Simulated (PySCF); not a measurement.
silene (CH4Si), SMILES C=[SiH2]. Coordinates come from a r2SCAN-D4/def2-TZVP optimisation.

PySCF with TDDFT-PBE/def2-TZVPD puts the lowest singlet excitations at 4.98, 5.54, 5.72, 6.18, 6.60, 6.75 eV.

Task: What are the lowest excitation roots from ADC(2)/aug-cc-pVDZ in PySCF 2.14.0? (Estimate from the structure and the level; the computed values follow.)

Result: 5.27, 5.68, 6.17, 6.51, 6.63, 7.03 eV. S1 differs by 0.29 eV (second minus first; roots are paired by order, and the bases may differ).
